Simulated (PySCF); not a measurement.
**Electron correlation in As (arsenic, neutral)**

[Ar] 3d10 4s1 4p4, high-spin 4P determinant (an excited configuration). Computed with PySCF 2.14 in x2c-TZVPPall, with the spin-free X2C one-electron Hamiltonian (Gaussian nucleus). Frozen: [Ar] 3d10; 5 electrons correlated.

```tsv
level	correlation energy (mhartree)
CCSD	-96.16
(T)	-6.62
CCSD(T)	-102.78
CCSDT	-104.71
```

Diagnostics: T1 = 0.023, D1 = 0.0647, largest double amplitude 0.230.

A double-excitation amplitude exceeds 0.15, a sign of near-degeneracy.

Cost of the coupled-cluster step: about 1.4 core-seconds, for 5 correlated electrons.

Iterations:

```
CC2 = 0
CCSD nocc = (np.int64(4), np.int64(1)), nmo = (34, 34)
frozen orbitals [[0, 1, 2, 3, 4, 5, 6, 7, 8, 9, 10, 11, 12, 13], [0, 1, 2, 3, 4, 5, 6, 7, 8, 9, 10, 11, 12, 13]]
max_cycle = 100
direct = 0
conv_tol = 1e-08
conv_tol_normt = 1e-06
diis_space = 8
diis_start_cycle = 0
Init t2, MP2 energy = -0.0679286525926473
Init E_corr(UCCSD) = -0.0679286525954702
cycle = 1  E_corr(UCCSD) = -0.0818423124911266  dE = -0.0139136599  norm(t1,t2) = 0.0821658
cycle = 2  E_corr(UCCSD) = -0.0871332495913119  dE = -0.0052909371  norm(t1,t2) = 0.0523781
cycle = 3  E_corr(UCCSD) = -0.096194487183495  dE = -0.00906123759  norm(t1,t2) = 0.0368778
cycle = 4  E_corr(UCCSD) = -0.0958029686124702  dE = 0.000391518571  norm(t1,t2) = 0.00580606
cycle = 5  E_corr(UCCSD) = -0.0964054494816066  dE = -0.000602480869  norm(t1,t2) = 0.00238264
cycle = 6  E_corr(UCCSD) = -0.0963706715502949  dE = 3.47779313e-05  norm(t1,t2) = 0.00319949
cycle = 7  E_corr(UCCSD) = -0.0961330649939023  dE = 0.000237606556  norm(t1,t2) = 0.00386957
cycle = 8  E_corr(UCCSD) = -0.0961347934511246  dE = -1.72845722e-06  norm(t1,t2) = 0.000523875
cycle = 9  E_corr(UCCSD) = -0.0961810266261528  dE = -4.6233175e-05  norm(t1,t2) = 0.000246202
cycle = 10  E_corr(UCCSD) = -0.0961651140260201  dE = 1.59126001e-05  norm(t1,t2) = 0.000125821
cycle = 11  E_corr(UCCSD) = -0.0961638151464639  dE = 1.29887956e-06  norm(t1,t2) = 2.64458e-05
cycle = 12  E_corr(UCCSD) = -0.0961636472954675  dE = 1.67850996e-07  norm(t1,t2) = 4.14352e-06
cycle = 13  E_corr(UCCSD) = -0.0961636623673436  dE = -1.50718761e-08  norm(t1,t2) = 1.52626e-06
cycle = 14  E_corr(UCCSD) = -0.0961636789369249  dE = -1.65695813e-08  norm(t1,t2) = 7.96871e-07
cycle = 15  E_corr(UCCSD) = -0.0961636797344566  dE = -7.97531749e-10  norm(t1,t2) = 2.14703e-07
UCCSD converged
E(UCCSD) = -2258.78749370427  E_corr = -0.09616367973445662
UCCSD(T) correction = -0.0066159861690492
```
